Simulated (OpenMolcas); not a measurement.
Ni3+ among 6 point charges of -2 e arranged as an octahedron (Oh).

```json
{
  "Program": "OpenMolcas 26.06",
  "Method": "CASSCF",
  "Basis": "ANO-RCC-VDZP [5s4p2d1f]",
  "Scalar Hamiltonian": "DKH2, point nucleus",
  "Active space": "7 electrons in 5 orbitals (3d)",
  "State averaging": "2S+1 = 4 even, 10 roots; 2S+1 = 2 even, 40 roots",
  "Spin-orbit coupling": "state interaction with AMFI integrals over the reference wave functions"
}
```

All point charges move together. At R = 2.09 Å |10Dq| is 2498 cm-1, and at R = 2.29 Å it is 1660 cm-1.

A third run gives 3564 cm-1. What distance was it run at?

With a power law R^-n the two known points give n = -ln(1660 / 2498) / ln(2.29 / 2.09) = 4.47. Then R = 2.09 × (2498 / 3564)^(1/4.47) = 1.930 Å. The run was at 1.93 Å, so the estimate is off by 0 Å.

An orbital triplet at a regular site is open to Jahn-Teller coupling, which can distort the site and quench the lowest spin-orbit gaps and is left out. Without dynamic correlation the repulsion within the d shell is too large (B by tens of per cent), so at a given field states of lower spin stand too high. Point charges give a weaker field than real ligands, and real ions of this kind are often low spin; the high spin found here belongs to the model. This field is weak: 10Dq is about 3564 cm-1, while octahedral complexes of 3d ions of charge 3 and more, computed by the same method with explicit ligands, had a median near 15000 cm-1. Ground spin and moment need not be those of a real site (figures for R = 1.93; the like holds for R = 2.09, R = 2.29). The ground term spreads over less than 5000 cm-1, several times less than with real ligands, so orbital moments are less quenched and χT lies further from the spin-only value than at real sites (holds for R = 2.09; R = 2.29). Point charges carry no covalency, so the field is a model and not that of real ligands. No measured value stands beside these numbers.
